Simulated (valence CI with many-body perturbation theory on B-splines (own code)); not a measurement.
# Pb49+: magnetic and hyperfine properties of the levels

Calculated by relativistic CI+MBPT: five valence electrons over a frozen Dirac-Fock core [Ar] 3d10, a basis of 11 s, 11 p, 10 d, 8 f, 5 g, 2 h functions for each j, with the one-electron correlation potential Σ1, the two-electron term Σ2, the three-electron term Σ3, Breit, model QED; selected CI, second order for the rest, scaled by the run's own slope (own B-spline code, finite nucleus).

The last digits are not significant, and no measured levels were compared; by estimate large intervals hold to a few tenths of a per cent, small ones and those within an open d or f shell to about a per cent. Among the levels kept, up to 2200 cm⁻¹ of a level comes from second order outside the variational space, and about a tenth of that is noise between levels of different J, which matters for small intervals.

A/g_I is the dipole constant over the nuclear g factor μ/I (μ in nuclear magnetons, uniformly magnetised nucleus), B/Q the quadrupole constant per barn. Both hold the static response of the core; the bare values leave it out. Large factors of s and p1/2 electrons are usually good to 5 to 10 %; those of open d and f shells near neutrality can be off by tens of per cent, and small factors of p3/2, d and f electrons come from cancelling terms and can be off by a factor of two or in sign, in half-filled shells by more. B is blank for J = 1/2, where it vanishes, and for nearly pure S terms. Energies count from the lowest level.

Levels are named by their leading jj configuration (3d3/2^4 stands for four electrons in 3d with j = 3/2), which in mixed levels can hold well under half, so a name can repeat and another be missing. Letters in brackets count levels of one name in rising energy.

| Level | E (eV) | g | A/g_I (MHz) | A/g_I bare | B/Q (MHz/b) | B/Q bare |
| --- | --- | --- | --- | --- | --- | --- |
| (4s^2 4p1/2^2 4p3/2) J=3/2 | 0.00 | 1.350 | 84900 | 81700 | 170000 | 166000 |
| (4s^2 4p1/2 4p3/2^2) J=3/2 | 158.41 | 1.458 | -74000 | -72800 | 14700 | 14300 |
| (4s^2 4p1/2 4p3/2^2) J=5/2 | 164.70 | 1.194 | 248000 | 241000 | -327 | -297 |
| (4s^2 4p1/2 4p3/2^2) J=1/2 | 172.70 | 0.657 | 895000 | 869000 |  |  |
| (4s^2 4p1/2^2 4d3/2) J=3/2 | 182.90 | 0.784 | 42600 | 42800 | 28700 | 28500 |
| (4s^2 4p1/2^2 4d5/2) J=5/2 | 225.30 | 1.209 | 29200 | 29200 | 18400 | 18400 |
| (4s 4p1/2^2 4p3/2^2) J=5/2 | 278.51 | 1.464 | 576000 | 559000 | 44400 | 43200 |
| (4s 4p1/2^2 4p3/2^2) J=1/2 | 295.61 | 2.073 | 2550000 | 2480000 |  |  |
| (4s 4p1/2^2 4p3/2^2) J=3/2 | 297.60 | 1.175 | -393000 | -381000 | -29500 | -28700 |
| (4s^2 4p3/2^3) J=3/2 | 332.26 | 1.309 | 88600 | 85400 | -185000 | -180000 |
| (4s^2 4p1/2 4p3/2 4d3/2) J=5/2 [a] | 340.31 | 0.960 | 186000 | 181000 | -20600 | -19700 |
| (4s^2 4p1/2 4p3/2 4d3/2) J=3/2 [a] | 341.04 | 0.905 | 170000 | 166000 | -105000 | -102000 |
| (4s^2 4p1/2 4p3/2 4d3/2) J=1/2 [a] | 341.20 | 0.193 | 364000 | 357000 |  |  |
| (4s^2 4p1/2 4p3/2 4d3/2) J=7/2 | 346.76 | 1.033 | 182000 | 177000 | 185000 | 180000 |
| (4s^2 4p1/2 4p3/2 4d3/2) J=5/2 [b] | 363.75 | 1.177 | 156 | 445 | 173000 | 168000 |
| (4s^2 4p1/2 4p3/2 4d3/2) J=3/2 [b] | 365.63 | 1.197 | 33800 | 32700 | 15100 | 14400 |
| (4s^2 4p1/2 4p3/2 4d3/2) J=1/2 [b] | 366.73 | 1.705 | 400000 | 386000 |  |  |
| (4s^2 4p1/2 4p3/2 4d5/2) J=7/2 [a] | 375.10 | 1.309 | -51100 | -49400 | 191000 | 186000 |
| (4s^2 4p1/2 4p3/2 4d5/2) J=3/2 [a] | 381.38 | 1.368 | -115000 | -110000 | -69700 | -67600 |
| (4s^2 4p1/2 4p3/2 4d5/2) J=9/2 | 382.22 | 1.188 | 137000 | 133000 | 186000 | 181000 |
| (4s^2 4p1/2 4p3/2 4d5/2) J=5/2 [a] | 383.98 | 1.130 | 203000 | 198000 | -129000 | -125000 |
| (4s^2 4p1/2 4p3/2 4d5/2) J=5/2 [b] | 397.41 | 1.266 | -58400 | -56400 | 16800 | 16600 |
| (4s^2 4p1/2 4p3/2 4d5/2) J=7/2 [b] | 397.97 | 1.123 | 159000 | 155000 | 2990 | 3320 |
| (4s^2 4p1/2 4p3/2 4d5/2) J=3/2 [b] | 400.92 | 0.933 | 265000 | 259000 | 20600 | 20100 |
| (4s^2 4p1/2 4p3/2 4d5/2) J=1/2 | 402.60 | 1.221 | -309000 | -298000 |  |  |
| (4s^2 4p1/2^2 4f5/2) J=5/2 | 427.63 | 0.848 | -7140 | -5870 | 6210 | 5250 |
| (4s^2 4p1/2^2 4f7/2) J=7/2 | 440.11 | 1.143 | 27100 | 27200 | 5790 | 4410 |
| (4s 4p1/2 4p3/2^3) J=3/2 [a] | 444.09 | 1.527 | 474000 | 460000 | -152000 | -148000 |
| (4s 4p1/2 4p3/2^3) J=5/2 | 453.74 | 1.298 | 724000 | 702000 | -209000 | -203000 |
| (4s 4p1/2^2 4p3/2 4d3/2) J=5/2 [a] | 458.01 | 1.273 | 449000 | 436000 | 48200 | 46700 |
| (4s 4p1/2^2 4p3/2 4d3/2) J=3/2 [a] | 458.74 | 1.294 | 277000 | 269000 | -2390 | -2630 |
| (4s 4p1/2^2 4p3/2 4d3/2) J=1/2 [a] | 458.93 | 2.420 | 1420000 | 1370000 |  |  |
| (4s 4p1/2^2 4p3/2 4d3/2) J=7/2 | 464.52 | 1.269 | 404000 | 393000 | 158000 | 154000 |
| (4s 4p1/2 4p3/2^3) J=1/2 | 465.86 | 1.358 | -921000 | -895000 |  |  |
| (4s 4p1/2 4p3/2^3) J=3/2 [b] | 467.07 | 1.087 | 131000 | 127000 | -22900 | -22200 |
| (4s 4p1/2^2 4p3/2 4d3/2) J=3/2 [b] | 474.08 | 0.999 | 164000 | 159000 | -97200 | -94300 |
| (4s 4p1/2^2 4p3/2 4d3/2) J=1/2 [b] | 482.34 | 0.548 | 385000 | 376000 |  |  |
| (4s 4p1/2^2 4p3/2 4d3/2) J=5/2 [b] | 483.38 | 0.915 | -157000 | -152000 | 116000 | 113000 |
| (4s 4p1/2^2 4p3/2 4d5/2) J=9/2 | 491.75 | 1.353 | 332000 | 323000 | 187000 | 182000 |
| (4s 4p1/2^2 4p3/2 4d5/2) J=5/2 [a] | 502.29 | 1.383 | 511000 | 497000 | -97000 | -94200 |

Q: Take the isotope of mass number 207, with I = 1/2, μ = 0.5906 μN. What is the hyperfine structure of (4s^2 4p1/2^2 4d5/2) J=5/2?

A: From the table A = 34500 MHz. Shifts from the centre of gravity in MHz: F = 2: -60400, F = 3: 43100.
